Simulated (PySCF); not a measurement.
Level of theory: PBE-D3(BJ)/def2-TZVP // PBE0-D4/def2-SVP (PySCF 2.14.0). Isolated molecules, 0 K electronic values unless said otherwise. One relaxed conformer stands for a flexible species; it need not be the lowest. Excitations are Tamm–Dancoff values on a coarser integration grid. The basis has no diffuse functions, so Rydberg states are missing or too high.

Reference species (SMILES): `C[O][Ge]([O]C)([O]C)[O]C` (neutral, multiplicity 1).

```json
{
 "LUMO": "-0.83 eV",
 "T1 excitation (TDA)": "5.46 eV"
}
```

Changed species: `[SH][Ge]([SH])([SH])[SH]` (4 of 4 OCH3 replaced by SH; the reference has 0 of 4 OCH3 replaced by SH).

Question: Predict the effect on the LUMO and T1 excitation (TDA).

Answer: the LUMO drops by 1.47 eV, to -2.30 eV; the T1 excitation (TDA) drops by 1.54 eV, to 3.92 eV.
